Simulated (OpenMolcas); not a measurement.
# Dy2+: moving the ligands

Dy2+ with 6 ligands (chloride) in trigonal antiprismatic coordination (D3d) at 2.83 Å, a polar angle of 58.6° against the regular 54.74°. A charge of +0.667 e stands 2.4 Å behind each ligand. Ligand basis ANO-RCC-VDZP.

```json
{"Program": "OpenMolcas 26.06", "Method": "CASSCF", "Basis": "ANO-RCC-VDZP [7s6p4d2f1g]", "Scalar Hamiltonian": "DKH2, point nucleus", "Active space": "10 electrons in 7 orbitals (4f)", "State averaging": "2S+1 = 5 even, 35 roots (33 in the spin-orbit step); 2S+1 = 3 even, 106 roots kept (CI in the orbitals of an earlier block); 2S+1 = 1 even, 44 roots kept (CI in the orbitals of an earlier block, 31 in the spin-orbit step)", "Spin-orbit coupling": "state interaction with AMFI integrals over the reference wave functions"}
```

Runs around this geometry, states (labels of D3, the rotations of D3d). Energies in cm-1 above the lowest state or level, χT in cm3 K/mol.

```tsv
R (Å)	Ground state	First state of that spin	First gap with spin-orbit (degeneracies)	Width of lowest J	χT at 300 K
2.68	5A2	5E 31.2	4.1 (1, 2)	122	13.901
2.83	5A2	5E 22.4	3.1 (1, 2)	100	13.926
2.91	5A2	5E 18.3	2.6 (1, 2)	90	13.934
```

Taking the width of the lowest J multiplet as R^-n, n = -ln(90 / 122) / ln(2.91 / 2.68) = 3.7 between the shortest and longest distance.

High states are left out of the spin-orbit mixing, which shifts the levels that they would mix with. Without dynamic correlation the ligand-field splitting of an f shell can come out too small, at times by half. A group larger than the point group allows holds several states that coincide in this model. No measured value stands beside these numbers; the geometry is a model, was not optimised and need not be the one that this ion takes.
